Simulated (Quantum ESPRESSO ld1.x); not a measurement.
Results of a calculation; reference values are marked as such.
Problem. These are the eigenvalues of the occupied orbitals of an atom or ion with whole-number occupations (eV). Code: ld1.x of Quantum ESPRESSO 7.5. Model: scalar-relativistic Kohn-Sham, LDA (Slater exchange, Perdew-Wang correlation), spin-polarised, spherical densities, point nucleus.

1s up: -17805.8
1s down: -17805.8
2s up: -2473.48
2s down: -2473.32
2p up: -2208.22
2p down: -2208.09
3s up: -410.318
3s down: -410.184
3p up: -323.926
3p down: -323.780
3d up: -181.651
3d down: -181.460
4s up: -61.6247
4s down: -60.6066
4p up: -39.6758
4p down: -38.5006
4d up: -10.7523
5s up: -10.7372

Which element is it, and in what charge state? The configuration may be excited. Open shells, if any, are filled with parallel spins first.

Solution. Z = 40, zirconium, charge +1: Zr+ in [Kr] 4d2 5s1. The list shows which subshells hold electrons but not how many an open one holds; the 1s level, -654.35 hartree, gives Z - s = 36.2 by -(Z - s)^2/2, which with screening and relativity narrows Z to a few neighbours, and the depths of the outer levels then fix element, charge and occupations together.
